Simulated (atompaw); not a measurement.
# How hard is this germanium (Ge) PAW (atompaw) potential?

- Element: germanium
- Generator: atompaw 4.2.0.5
- Type: PAW
- Functional: PBE
- Relativity: non-relativistic
- Frozen core: [Ar] 3d10
- Valence charge: 4
- Reference configuration: 4s1 4p3
- Partial waves: 4s (bound): rc 2.50 bohr; 4s channel at 0.05 Ry: rc 2.00 bohr; 4p (bound): rc 2.50 bohr; 4p channel at 0.15 Ry: rc 2.50 bohr
- Local potential: bessel scheme, radius 2.15 bohr
- Core correction: smooth core density matched at 2.35 bohr
- Augmentation charge: sinc compensation charge, radius 2.15 bohr; PAW radius 2.50 bohr; waves and projectors: custom polynom2 7 10 vanderbiltortho

The pseudo-atom Hamiltonian at the reference potential is diagonalised in spherical Bessel functions j_l(qr) that vanish at 20 bohr, with q² up to the cutoff. All-electron valence levels (Ry): 4s -0.9038, 4p -0.3374.

Problem. How do the lowest levels (Ry) of each channel move with the cutoff, and are there ghosts?

Solution.

```json
{"cutoff (Ry)": "8", "s #1": "-0.9010", "s #2": "-0.0365", "p #1": "-0.3242", "d #1": "0.0522", "d #2": "0.1273", "f #1": "0.1091", "f #2": "0.2309", "Σ f·Δε (mRy)": "42.3"}
{"cutoff (Ry)": "10", "s #1": "-0.9024", "s #2": "-0.0368", "p #1": "-0.3315", "d #1": "0.0522", "d #2": "0.1273", "f #1": "0.1091", "f #2": "0.2309", "Σ f·Δε (mRy)": "19.2"}
{"cutoff (Ry)": "12", "s #1": "-0.9024", "s #2": "-0.0369", "p #1": "-0.3348", "d #1": "0.0522", "d #2": "0.1273", "f #1": "0.1091", "f #2": "0.2309", "Σ f·Δε (mRy)": "9.1"}
{"cutoff (Ry)": "15", "s #1": "-0.9027", "s #2": "-0.0370", "p #1": "-0.3355", "d #1": "0.0522", "d #2": "0.1273", "f #1": "0.1091", "f #2": "0.2309", "Σ f·Δε (mRy)": "6.8"}
{"cutoff (Ry)": "18", "s #1": "-0.9034", "s #2": "-0.0370", "p #1": "-0.3357", "d #1": "0.0522", "d #2": "0.1273", "f #1": "0.1091", "f #2": "0.2309", "Σ f·Δε (mRy)": "5.4"}
{"cutoff (Ry)": "21", "s #1": "-0.9036", "s #2": "-0.0370", "p #1": "-0.3364", "d #1": "0.0522", "d #2": "0.1273", "f #1": "0.1091", "f #2": "0.2309", "Σ f·Δε (mRy)": "3.4"}
{"cutoff (Ry)": "25", "s #1": "-0.9036", "s #2": "-0.0370", "p #1": "-0.3370", "d #1": "0.0522", "d #2": "0.1273", "f #1": "0.1091", "f #2": "0.2309", "Σ f·Δε (mRy)": "1.4"}
{"cutoff (Ry)": "30", "s #1": "-0.9037", "s #2": "-0.0370", "p #1": "-0.3371", "d #1": "0.0522", "d #2": "0.1273", "f #1": "0.1091", "f #2": "0.2309", "Σ f·Δε (mRy)": "1.1"}
{"cutoff (Ry)": "35", "s #1": "-0.9038", "s #2": "-0.0370", "p #1": "-0.3372", "d #1": "0.0522", "d #2": "0.1273", "f #1": "0.1091", "f #2": "0.2309", "Σ f·Δε (mRy)": "0.7"}
{"cutoff (Ry)": "40", "s #1": "-0.9038", "s #2": "-0.0370", "p #1": "-0.3373", "d #1": "0.0522", "d #2": "0.1273", "f #1": "0.1091", "f #2": "0.2309", "Σ f·Δε (mRy)": "0.4"}
{"cutoff (Ry)": "45", "s #1": "-0.9038", "s #2": "-0.0370", "p #1": "-0.3373", "d #1": "0.0522", "d #2": "0.1273", "f #1": "0.1091", "f #2": "0.2309", "Σ f·Δε (mRy)": "0.3"}
{"cutoff (Ry)": "400", "s #1": "-0.9038", "s #2": "-0.0370", "p #1": "-0.3374", "d #1": "0.0522", "d #2": "0.1273", "f #1": "0.1091", "f #2": "0.2309", "Σ f·Δε (mRy)": "0.0"}
```

Result: no extra level below or beside the all-electron valence levels (s, p, d, f tested); 10 mRy is reached at 12 Ry and 1 mRy at 35 Ry.
